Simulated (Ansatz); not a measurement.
**Relaxing a trial structure of GeH2OSi**

The starting geometry of this gas-phase singlet was optimised with GFN2-xTB.

```yaml
atoms:
  - { symbol: Ge, position_ang: [0.1438, 1.0681, -0.7285] }
  - { symbol: O, position_ang: [-1.6533, 1.5099, 0.6332] }
  - { symbol: Si, position_ang: [-1.1272, 0.5655, 1.7058] }
  - { symbol: H, position_ang: [-0.0153, -0.5637, -0.3355] }
  - { symbol: H, position_ang: [1.1418, 1.1613, 0.6280] }
```

Question: Predict what becomes of its bonds when it is optimised with PBE0-D4/def2-TZVP.

Answer: New bonds form, giving a structure with H4 bridging Ge1 and Si3, H5 bridging Si3 and Ge1, given below by its coordinates. Distances that change by over a tenth: Si3–H4 (2.58 → 1.81 Å), Si3–H5 (2.58 → 1.81 Å). Contacts that close: Ge1–O2 (2.30 → 1.89 Å), Ge1–Si3 (2.79 → 2.39 Å).

The energy falls by 0.52 eV over 11 steps:

| step | E − E(last) (eV) |
| --- | --- |
| 1 | 0.523 |
| 2 | 0.250 |
| 3 | 0.155 |
| 4 | 0.058 |
| 5 | 0.023 |
| 7 | 0.002 |
| 8 | 0.000 |
| 9 | 0.000 |
| 10 | 0.000 |
| 11 | 0.000 |

Final geometry (Å):

```xyz
5

Ge   -0.0056    1.1676   -0.7283
O    -1.4692    1.5040    0.4264
Si   -0.7189    0.4395    1.4355
H    -0.1740   -0.4552   -0.0444
H     0.8573    1.0852    0.8138
```

Frequencies at the end are all real (lowest 272 cm⁻¹). Run with Ansatz 0.2.0, 20 s on 2 threads of Arm Neoverse V1 (shared host).
